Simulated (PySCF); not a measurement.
## Calculated data, CH$_{2}$BF$_{2}$, CH$_{4}$FNSi, B$_{2}$ClFH, FH$_{3}$NSi and others

Computed with PySCF 2.14.0. Calculation on a computer-drawn molecule: optimised geometry and harmonic frequencies of an isolated molecule of the commonest isotopes, restricted reference for singlets and unrestricted otherwise, frozen core in MP2.

(1) CH$_{2}$BF$_{2}$

Start structure:
```xyz
6
CH2BF2
C     -1.6627    -0.7875     0.0184
B     -2.4618    -0.1832    -1.0360
F     -3.4622    -0.7736    -1.7334
F     -2.3172     1.1085    -1.3706
H     -0.9116    -0.2485     0.6217
H     -1.8298    -1.8171     0.2811
```

- charge: 0
- multiplicity: 2
- method: HF
- basis: cc-pVDZ
- rotational constants: 10.16, 9.106, 4.801 GHz
- total energy: -262.7042 hartree
- spin squared: 0.7579
- convergence status largest gradient component: 2.093e-05 hartree/bohr

Drawn bonds:
```
atom  other atom  order
   1           2      1
   2           3      1
   2           4      1
   1           5      1
   1           6      1
```

Optimised structure:
```xyz
6
CH2BF2
C     -1.6702    -0.8059     0.0449
B     -2.4987    -0.1322    -1.0563
F     -3.4306    -0.7881    -1.7306
F     -2.3221     1.1381    -1.3860
H     -0.9081    -0.2681     0.5957
H     -1.8155    -1.8452     0.3135
```

Modes:
```
frequency (cm⁻¹)  reduced mass (dalton)
           299.1                  1.042
           347.9                  2.865
           510.6                   10.5
           586.2                  2.099
           767.4                  2.395
           847.7                  7.019
           916.9                  1.523
            1389                  3.334
            1446                  9.493
            1560                  1.462
            3302                  1.056
            3404                  1.116
```

(2) CH$_{4}$FNSi

Start structure:
```xyz
8
CH4FNSi
C     -2.5697     0.7243    -1.2736
Si    -1.4413     0.9093     0.1927
N     -0.1354     0.2322     0.8791
F     -1.9541     2.2300     1.0051
H     -2.5314     1.6311    -1.8753
H     -2.4158    -0.0987    -1.8351
H     -3.6267     0.6835    -0.9174
H      0.2867    -0.5926     0.5760
```

- charge: 0
- multiplicity: 1
- method: HF
- basis: cc-pV(D+d)Z
- rotational constants: 7.796, 6.194, 3.527 GHz
- total energy: -483.0643 hartree
- convergence status largest gradient component: 3.461e-05 hartree/bohr

Drawn bonds:
```
atom  other atom  order
   1           2      1
   2           3      2
   2           4      1
   1           5      1
   1           6      1
   1           7      1
   3           8      1
```

Optimised structure:
```xyz
8
CH4FNSi
C     -2.5616     0.7426    -1.2186
Si    -1.4445     0.9689     0.2392
N     -0.2192     0.2149     0.8304
F     -1.9690     2.2821     0.9827
H     -2.5145     1.6254    -1.8609
H     -2.2814    -0.1377    -1.7968
H     -3.5951     0.6369    -0.8796
H      0.1976    -0.6140     0.4552
```

Modes:
```
frequency (cm⁻¹)  reduced mass (dalton)
           109.8                  1.055
           253.2                  2.793
           307.8                  5.407
           357.6                   4.63
             539                  1.392
           627.8                  1.112
           716.9                  4.258
           814.7                  1.313
           861.4                   1.69
           937.3                  4.624
            1304                  6.798
            1398                  1.282
            1544                  1.049
            1547                  1.051
            3182                  1.036
            3263                    1.1
            3292                  1.103
            3869                   1.08
```

(3) B$_{2}$ClFH

Start structure:
```xyz
5
B2ClFH
F     -0.5600    -0.2300     2.0289
B     -0.1045    -0.0123     0.9170
B      0.5557     0.3194    -0.6827
Cl     1.0238     1.9294    -0.9452
H      0.6221    -0.5862    -1.4392
```

- charge: 1
- multiplicity: 1
- method: MP2
- basis: cc-pV(D+d)Z
- rotational constants: 28.74, 2.327, 2.153 GHz
- total energy: -609.1160 hartree
- convergence status largest gradient component: 2.982e-05 hartree/bohr

Drawn bonds:
```
atom  other atom  order
   1           2      1
   2           3      1
   3           4      1
   3           5      1
```

Optimised structure:
```xyz
5
B2ClFH
F     -0.5615    -0.2176     2.0406
B     -0.1011    -0.0144     0.9067
B      0.5543     0.3153    -0.6816
Cl     1.0182     1.9264    -0.9316
H      0.6272    -0.5894    -1.4553
```

Modes:
```
frequency (cm⁻¹)  reduced mass (dalton)
           109.8                  12.56
           302.4                  4.204
           428.3                  10.54
           637.3                  7.278
           758.7                  1.662
             935                  1.846
            1089                  2.134
            1680                  12.48
            2782                  1.097
```

(4) FH$_{3}$NSi

Start structure:
```xyz
6
FH3NSi
N     -2.1145     1.7310     1.4318
Si    -2.2302     0.1654     1.0472
F     -2.2317    -0.2091    -0.4611
H     -2.1056     2.0663     2.3828
H     -2.0438     2.4746     0.7532
H     -2.3326    -0.9125     2.0076
```

- charge: 1
- multiplicity: 1
- method: MP2
- basis: cc-pV(D+d)Z
- rotational constants: 31.99, 7.206, 5.881 GHz
- total energy: -444.8214 hartree
- convergence status largest gradient component: 2.941e-05 hartree/bohr

Drawn bonds:
```
atom  other atom  order
   1           2      1
   2           3      1
   1           4      1
   1           5      1
   2           6      1
```

Optimised structure:
```xyz
6
FH3NSi
N     -2.1139     1.7397     1.4336
Si    -2.2306     0.1575     1.0366
F     -2.2335    -0.2380    -0.4910
H     -2.1065     2.0616     2.4052
H     -2.0416     2.5011     0.7531
H     -2.3323    -0.9062     2.0239
```

Modes:
```
frequency (cm⁻¹)  reduced mass (dalton)
           284.8                   3.75
           476.7                  1.276
             555                  1.254
           663.7                  1.096
           718.9                  1.188
             854                  1.474
           941.1                  3.836
            1115                  7.088
            1538                  1.143
            2449                  1.047
            3537                  1.051
            3643                  1.099
```

(5) B$_{3}$FH$_{3}$

Start structure:
```xyz
7
B3FH3
B     -1.2717    -0.6215    -0.8438
B      0.2766    -0.9340    -1.0121
B      1.5385     0.0444    -1.1950
F      2.3763     0.9468    -1.3099
H     -1.7809    -0.5473     0.1934
H     -2.0115    -0.5304    -1.7378
H      0.3378    -2.0973    -1.0398
```

* charge: 1
* multiplicity: 1
* method: HF
* basis: cc-pVDZ
* rotational constants: 33.32, 3.286, 3.07 GHz
* total energy: -174.9357 hartree
* convergence status largest gradient component: 2.509e-05 hartree/bohr

Drawn bonds:
```
atom  other atom  order
   1           2      1
   2           3      1
   3           4      1
   1           5      1
   1           6      1
   2           7      1
```

Optimised structure:
```xyz
7
B3FH3
B     -1.3853    -0.6015    -0.8301
B      0.2274    -1.0650    -1.0278
B      1.5017     0.0895    -1.1891
F      2.3909     0.9222    -1.3018
H     -1.8210    -0.4452     0.2710
H     -2.0757    -0.4519    -1.7934
H      0.6271    -2.1875    -1.0738
```

Modes:
```
frequency (cm⁻¹)  reduced mass (dalton)
           142.3                  4.252
             239                  1.434
           396.6                   2.62
           417.6                   4.28
           458.5                  1.082
           567.2                  5.474
           818.5                  1.555
           867.8                  1.698
           971.8                  2.046
            1072                   1.68
            1223                  1.191
            1740                  12.43
            2710                   1.05
            2780                  1.091
            2809                  1.125
```

(6) BH$_{3}$N

Start structure:
```xyz
5
BH3N
B     -0.2592    -0.9910     0.7936
N      0.1600    -2.1066     1.3675
H     -0.5845    -0.0624     0.2903
H      1.0627    -2.4906     1.2919
H     -0.4567    -2.6975     1.8992
```

- charge: 1
- multiplicity: 1
- method: HF
- basis: cc-pVDZ
- rotational constants: 347.8, 30.04, 27.65 GHz
- total energy: -80.6238 hartree
- convergence status largest gradient component: 3.261e-05 hartree/bohr

Drawn bonds:
```
atom  other atom  order
   1           2      1
   1           3      1
   2           4      1
   2           5      1
```

Optimised structure:
```xyz
5
BH3N
B     -0.2462    -1.0135     0.7906
N      0.1450    -2.1266     1.3639
H     -0.5951    -0.0203     0.2791
H      1.0895    -2.4819     1.2890
H     -0.4710    -2.7057     1.9199
```

Modes:
```
frequency (cm⁻¹)  reduced mass (dalton)
           617.7                  1.062
             684                  1.266
           821.3                  1.315
           988.7                  1.555
            1511                  1.599
            1700                  1.944
            3003                  1.147
            3672                  1.054
            3763                  1.097
```
